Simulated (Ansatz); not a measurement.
Reaction (ligand exchange at the Si–C bond): `O[SiH](F)CS` + `N[SiH](O)F` → `O[Si@@H](F)N[Si@@H](O)F` + CH₃SH

Gas-phase electronic energies from Ansatz, PBE0-D4/def2-TZVP geometries. CCSD(T)/CBS is the MP2 limit (def2-TZVPP, def2-QZVPP) plus CCSD(T) − MP2 in def2-TZVPP, frozen cores. This one scheme is used for every species. DFT in def2-TZVPP. One conformer a species, not always the lowest.

| level | ΔE (kJ/mol) |
| --- | --- |
| PBE0-D4 | -77.9 |
| CCSD(T)/def2-TZVPP | -83.3 |
| HF/def2-QZVPP | -95.7 |
| MP2/def2-QZVPP | -82.8 |

(1) What does CCSD(T)/CBS give? (Best estimate.)

Largest T1 diagnostic among the species: 0.012.

Results:

(1) Ansatz gave: -81.7 kJ/mol. The listed levels differ from it by 3.8, -1.6, -14.0, -1.1 kJ/mol.

From PBE to PBE0 (25 % exact exchange), in def2-TZVPP and without D4, ΔE moves by −4.9 kJ/mol. In def2-TZVPP, CCSD(T) changes the Hartree–Fock value by +11.5 kJ/mol (the triples alone add +1.8 kJ/mol) and MP2 by +11.4 kJ/mol.
